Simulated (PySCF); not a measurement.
SMILES Cl[SiH](Cl)[SiH2]N, singlet (PBE0/def2-SVP optimised geometry):

```
10

Si    -1.031    -0.289     0.000
Cl    -1.626     1.704     0.000
Cl    -1.623    -1.146     1.801
Si     1.320    -0.289     0.000
N      1.929     0.571     1.376
H     -1.798    -0.973    -1.079
H      1.797    -1.704     0.055
H      1.798     0.380    -1.247
H      1.772     1.573     1.411
H      1.766     0.166     2.293
```

Level of theory: PBE0/def2-TZVP (PySCF).

### Question
What are the frontier orbital energies and the dipole moment?

### Answer
HOMO-2 -9.16 eV, HOMO-1 -8.82 eV, HOMO -7.35 eV, LUMO -0.79 eV, LUMO+1 -0.36 eV; dipole moment 1.10 D.

On the same geometry PBE/def2-TZVP run with PySCF gives HOMO-2 -7.75 eV, HOMO-1 -7.40 eV, HOMO -6.09 eV, LUMO -1.61 eV, LUMO+1 -1.20 eV; dipole moment 1.12 D.

Meta-Löwdin charges at PBE0/def2-TZVP: Si1 0.57, Cl2 -0.30, Cl3 -0.30, Si4 0.52, N5 -0.73, H6 -0.08, H7 -0.09, H8 -0.09, H9 0.24, H10 0.24.
